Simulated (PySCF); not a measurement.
A geometry optimisation on `C#[C][GeH2][N]=C`.

Computed with PBE0-D3(BJ)/def2-SVP geometry optimisation, gas phase (PySCF 2.14.0). Start geometry: GFN2-xTB. A driver script takes a list of jobs; this job's settings line and coordinates (Å) are shown.

Command:
```bash
OMP_NUM_THREADS=1 python probes_run.py task.json out
```

Input:
```
{"job": {"xc": "PBE0", "basis": "def2-SVP", "d3": "d3bj", "grid": 1, "shake": 0.01, "kind": "geom"}, "charge": 0, "multiplicity": 1}
C      2.419280    -0.546510     0.708250
C      1.537710     0.116490     0.150770
Ge     0.064330     1.031320    -0.676510
N     -1.510040     0.253660    -0.404290
C     -1.847110    -0.790190     0.222430
H      3.169360    -1.054010     1.171800
H      0.274020     1.067750    -2.151260
H     -0.030140     2.418900    -0.113180
H     -1.137030    -1.422790     0.783130
H     -2.889950    -1.095560     0.287810
```

Output:
```
step   0  E = -2248.12036441  max force = 0.065164
step   1  E = -2248.12830732  max force = 0.006785
step   2  E = -2248.12878475  max force = 0.005610
step   3  E = -2248.12895891  max force = 0.003164
step   4  E = -2248.12900309  max force = 0.001529
step   5  E = -2248.12901959  max force = 0.000691
step   6  E = -2248.12902965  max force = 0.000193
optimisation converged
```

Energies in Eh; «max force» is the largest Cartesian gradient component in Eh/bohr.

Task: Give the first gradient maximum in eV/Å.

Result: With 1 Eh/bohr = 51.422 eV/Å, 3.351 eV/Å.

Task: How much energy does the optimisation release, in kcal/mol?

Result: E(step 0) − E(last step) = 0.008665 Eh, which is 5.4 kcal/mol.

Summary of the converged run: final energy -2248.12903 Eh after 6 steps; dipole 1.64 D.

Task: Where do the atoms end?

Result: 0.180 Å rms from the input after alignment:
```
atom  x, y, z in Å
C1     2.2392   -0.5857    0.7266
C2     1.4249    0.1063    0.1440
Ge3    0.0365    1.0908   -0.7211
N4    -1.6051    0.2744   -0.4284
C5    -1.7058   -0.7833    0.2542
H6     2.9730   -1.1858    1.2357
H7     0.2821    1.1134   -2.2336
H8    -0.0351    2.5064   -0.1386
H9    -0.8574   -1.3180    0.7326
H10   -2.7020   -1.2394    0.4074
```

Task: How long does this job take on an Arm Neoverse N1 with one thread, shared host with 64 logical CPUs at a one-minute load of 25? And the peak memory of the process?

Result: About 52 s, with 0.46 GiB resident at the peak, the Python interpreter and its libraries included.
Labels such as C1 count atoms from 1, the log's own numbers from 0.
